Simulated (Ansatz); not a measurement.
Z-matrix (Å, degrees):
```
F
H 1 0.9654
H 1 0.9654 2 114.54
```
Charge +2, spin multiplicity 2.

Calculation: frozen-core CCSD(T)/cc-pVTZ // M06-2X/def2-TZVP run with Ansatz (an electronic-structure program). The geometry is that of the parent before the electron was removed.

| Property | Value |
|---|---|
| HF energy | -99.25593 Ha |
| MP2 correlation energy | -0.20238 Ha |

Estimate the CCSD correlation energy, the (T) correction, the total energy and the T1 diagnostic.


The CCSD correlation energy is -0.21567 Ha and the (T) correction comes out as -0.00383 Ha. The CCSD(T) total energy is -99.47543 Ha and the T1 diagnostic comes out as 0.006.
